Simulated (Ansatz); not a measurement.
trans-MnF2(NH3)4 (MnN₄F₂H₁₂), relaxed as a quartet with UKS PBE-D4/def2-SVP in Ansatz, starting from the PBE-D4/def2-SVP geometry of the neutral doublet. Force threshold 0.03 eV/Å.

The name describes the doublet; other states may take another shape. At PBE-D4/def2-SVP a sextet of charge 0 lies 1.13 eV below the quartet, each at its own geometry.

Start:

```xyz
19

Mn   -0.0008   -0.0012    0.0007
F     1.0888    1.5928    0.2318
F    -1.0968   -1.5904   -0.2353
N    -0.8846    0.3858   -1.8064
H    -1.5255    1.1840   -1.9319
H    -1.4422   -0.4967   -1.7206
H    -0.3220    0.3427   -2.6711
N     0.8905   -0.3810    1.8068
H     1.5362   -1.1749    1.9309
H     0.3383   -0.3338    2.6777
H     1.4442    0.5028    1.7081
N    -1.2993    1.2334    0.9941
H    -2.1764    1.5540    0.5574
H    -0.5922    2.0048    0.9577
H    -1.5342    1.0442    1.9814
N     1.2949   -1.2401   -0.9924
H     2.1657   -1.5719   -0.5514
H     1.5375   -1.0514   -1.9778
H     0.5781   -2.0032   -0.9596
```

```csv
step,energy (eV),largest force component (eV/Å),SCF passes
1,-42881.1210,1.281,95
2,-42881.2604,0.817,42
3,-42881.4587,0.293,31
4,-42881.4954,0.200,30
5 (rejected),-42881.4107,0.785,31
6,-42881.5572,0.099,23
7,-42881.5753,0.051,26
8,-42881.5764,0.023,23
```

Force components are those of the run's own axes.

End:

```csv
atom,x (Å),y (Å),z (Å)
Mn1,0.0025,0.0013,-0.0001
F2,1.1362,1.8355,0.5913
F3,-1.1415,-1.8326,-0.5935
N4,-0.9304,0.3733,-1.8134
H5,-1.6978,1.0530,-1.9117
H6,-1.3225,-0.6077,-1.6499
H7,-0.4061,0.3943,-2.6992
N8,0.9362,-0.3697,1.8129
H9,1.7072,-1.0453,1.9119
H10,0.4107,-0.3941,2.6979
H11,1.3231,0.6134,1.6516
N12,-1.2999,1.2803,0.9826
H13,-2.0817,1.7499,0.5040
H14,-0.4397,1.9141,0.9974
H15,-1.6138,1.0989,1.9463
N16,1.2971,-1.2849,-0.9823
H17,2.0772,-1.7578,-0.5043
H18,1.6100,-1.1074,-1.9471
H19,0.4332,-1.9147,-0.9944
```

By distances, no bond broke or formed. The bond that changes most is Mn1–F3, from 1.94 to 2.24 Å (atoms count from 1).

No frequencies were taken in this run, so the end may be a saddle point.

Hardware: 4 threads of Intel Xeon Platinum 8375C on a shared host. Wall time 31 s.
